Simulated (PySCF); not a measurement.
## O²⁺: ionisation energy

O²⁺ [He] 2s2 2p2 (3P) → O³⁺ [He] 2s2 2p1 (2P), as a difference of total energies. Calculation: PySCF 2.14, in x2c-TZVPPall with one added diffuse shell each of s, p, d type (6s4p3d1f, 40 functions); scalar relativity by spin-free X2C-1e. Correlated levels: valence: 1s2 frozen. The calculations carry no spin-orbit coupling.

```
           method  ionisation energy (eV)
              UHF                  54.600
    MP2 (valence)                  54.965
SCS-MP2 (valence)                  54.826
   CCSD (valence)                  54.749
CCSD(T) (valence)                  54.759
  CCSDT (valence)                  54.761
```

A first-order spin-orbit estimate (lowest level to lowest level, LS coupling) adds -0.005 eV.

Errors of the correlated levels include the incompleteness of this basis and the frozen core.

Question: Which method comes closest to the reference value, and which is furthest?

Answer: The reference is 54.936 eV (semi-empirical (NIST evaluation); NIST Atomic Spectra Database, ionization energies). Closest: MP2 (valence) (error 0.024 eV); furthest: UHF (error -0.341 eV), both after the spin-orbit estimate.
